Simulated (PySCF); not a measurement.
Isomers of C8H11NSe, mass 201.006 u with the commonest isotopes. Theory: PBE0-D3(BJ)/def2-SVP geometry optimisation, gas phase (PySCF 2.14.0). One conformer each, none proved a minimum here; rigid rotors.

Question: Order these by out-of-plane moment Σ m c² = (Ia + Ib − Ic)/2, smallest first.
A. `[CH3:1][C:2]1=[C:3]([CH3:4])[C@@H:5]([CH3:6])[C@H:7]([C:8]#[N:9])[Se:10]1` with C2–C3–C5–C6 -95°, C3–C5–C7–C8 84°, C5–C7–Se10–C2 28°, C1–C2–Se10–C7 166°
B. `[H]/[N:9]=[CH:8]\[c:7]1[cH:6][cH:5][c:4]([CH:2]([CH3:1])[CH3:3])[se:10]1` with C1–C2–C4–C5 117°, C6–C7–C8–N9 180°
C. `[cH:1]1[cH:2][c:3]([CH:4]2[CH2:5][CH2:6][CH2:7][CH2:8]2)[se:9][n:10]1` with C2–C3–C4–C5 114°, C3–C4–C5–C6 103°, C4–C5–C6–C7 39°, C5–C6–C7–C8 -42°, C6–C7–C8–C4 29°

Answer: B (54.57 u·Å²), C (66.52 u·Å²), A (165.20 u·Å²).

Question: Order these by radius of gyration √(Σ m r²/M), largest first.
A. `[CH3:1][C:2]1=[C:3]([CH3:4])[C@@H:5]([CH3:6])[C@H:7]([C:8]#[N:9])[Se:10]1` with C2–C3–C5–C6 -95°, C3–C5–C7–C8 84°, C5–C7–Se10–C2 28°, C1–C2–Se10–C7 166°
B. `[H]/[N:9]=[CH:8]\[c:7]1[cH:6][cH:5][c:4]([CH:2]([CH3:1])[CH3:3])[se:10]1` with C1–C2–C4–C5 117°, C6–C7–C8–N9 180°
C. `[cH:1]1[cH:2][c:3]([CH:4]2[CH2:5][CH2:6][CH2:7][CH2:8]2)[se:9][n:10]1` with C2–C3–C4–C5 114°, C3–C4–C5–C6 103°, C4–C5–C6–C7 39°, C5–C6–C7–C8 -42°, C6–C7–C8–C4 29°

Answer: B (2.180 Å), C (2.122 Å), A (2.061 Å).

Question: Order these by rotational constant C, smallest first.
A. `[CH3:1][C:2]1=[C:3]([CH3:4])[C@@H:5]([CH3:6])[C@H:7]([C:8]#[N:9])[Se:10]1` with C2–C3–C5–C6 -95°, C3–C5–C7–C8 84°, C5–C7–Se10–C2 28°, C1–C2–Se10–C7 166°
B. `[H]/[N:9]=[CH:8]\[c:7]1[cH:6][cH:5][c:4]([CH:2]([CH3:1])[CH3:3])[se:10]1` with C1–C2–C4–C5 117°, C6–C7–C8–N9 180°
C. `[cH:1]1[cH:2][c:3]([CH:4]2[CH2:5][CH2:6][CH2:7][CH2:8]2)[se:9][n:10]1` with C2–C3–C4–C5 114°, C3–C4–C5–C6 103°, C4–C5–C6–C7 39°, C5–C6–C7–C8 -42°, C6–C7–C8–C4 29°

Answer: B (561.1 MHz), C (602.7 MHz), A (733.7 MHz).

| SMILES | point group | Ia (u·Å²) | Ib (u·Å²) | Ic (u·Å²) | κ | μa (D) | μb (D) | μc (D) |
| --- | --- | --- | --- | --- | --- | --- | --- | --- |
| CC1=C(C)[C@@H](C)[C@H](C#N)[Se]1 | C1 | 488.55 | 530.70 | 688.84 | 0.45 | 3.36 | 0.65 | 2.45 |
| c1cc(C2CCCC2)[se]n1 | C1 | 240.14 | 731.38 | 838.48 | -0.88 | 2.84 | 1.48 | 0.00 |
| [H]/N=C\c1ccc(C(C)C)[se]1 | Cs | 230.25 | 779.54 | 900.65 | -0.89 | 3.67 | 1.21 | 0.00 |
